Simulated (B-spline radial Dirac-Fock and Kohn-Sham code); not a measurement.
Calculated with a radial finite-basis atomic code, using independent-particle rates on relativistic LDA orbitals of the hole state (multipoles up to L = 3, Coulomb Auger matrix elements, transition energies from Dirac-Fock).

Task: A single inner-shell vacancy in a neutral atom gives this computed emission spectrum. Which element, which hole, and which lines?

```csv
energy (eV),relative intensity
48218.4,56.3
49124.8,100.0
55474.3,10.3
55667.5,20.0
57111.7,2.3
57154.9,4.4
57453.4,0.6
```

Result: Erbium (Z = 68), hole in K (1s). In order of rising energy the lines are Kα2 (K-L2), Kα1 (K-L3), Kβ3 (K-M2), Kβ1 (K-M3), Kβ2'' (K-N2), Kβ2' (K-N3), K-O3.
